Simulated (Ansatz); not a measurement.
`CC[As](C)[SiH3]`, charge 0, multiplicity 1.

Task: Give a relaxed structure at PBE0-D4/def2-TZVP (the Gaussian-basis code of Ansatz). (An estimate is asked.)

Result: Computed: 
```xyz
16

C     1.379    1.185    1.401
C     0.742   -0.145    1.044
As    0.620   -0.423   -0.917
C    -0.489   -2.057   -0.876
Si   -1.183    1.053   -1.286
H     1.498    1.286    2.483
H     0.772    2.028    1.059
H     2.367    1.288    0.948
H    -0.254   -0.241    1.483
H     1.346   -0.976    1.420
H    -0.842   -2.279   -1.883
H     0.135   -2.886   -0.538
H    -1.344   -1.955   -0.206
H    -2.248    0.868   -0.257
H    -1.769    0.785   -2.628
H    -0.730    2.470   -1.247
```
This is one stationary point; other conformers may exist.
